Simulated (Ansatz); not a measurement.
`BCC1CO1`. The species carries charge 0 and has multiplicity 1. All single points use the PBE0-D4/def2-TZVP geometry. It is one conformer, not always the lowest.

```xyz
12

B    -0.583   -1.123   -1.560
C    -0.541    0.101   -0.603
C     0.621    0.177    0.340
C     0.534    0.809    1.651
O     0.515   -0.605    1.521
H    -1.594   -1.398   -2.137
H     0.405   -1.762   -1.788
H    -0.492    0.954   -1.307
H    -1.487    0.244   -0.069
H     1.605    0.123   -0.128
H     1.425    1.221    2.120
H    -0.408    1.259    1.959
```

Q: What is the dipole moment at PBE/def2-TZVPP? (Estimate.)

A: Ansatz gave: 2.10 D, with components (-0.09, 2.01, -0.61) D in this frame, pointing from negative to positive charge.

Q: And with r2SCAN, B3LYP, ωB97M-V? (Estimate.)

A: Ansatz gave: r2SCAN 2.16 D, B3LYP 2.21 D, ωB97M-V 2.22 D.

Q: Give the Mulliken charges with PBE, r2SCAN, ωB97M-V in def2-TZVPP. (Best estimate.)

A: Ansatz gave: 
```csv
atom,PBE,r2SCAN,ωB97M-V
B1,-0.05,0.01,-0.15
C2,-0.13,-0.09,-0.18
C3,0.07,0.14,0.07
C4,0.00,0.07,-0.01
O5,-0.30,-0.36,-0.34
H6,0.02,0.00,0.08
H7,0.02,0.00,0.07
H8,0.07,0.04,0.09
H9,0.09,0.05,0.10
H10,0.09,0.06,0.11
H11,0.07,0.04,0.09
H12,0.06,0.03,0.08
```

B3LYP here is the variant with VWN-RPA as its local correlation; programs differ in this.
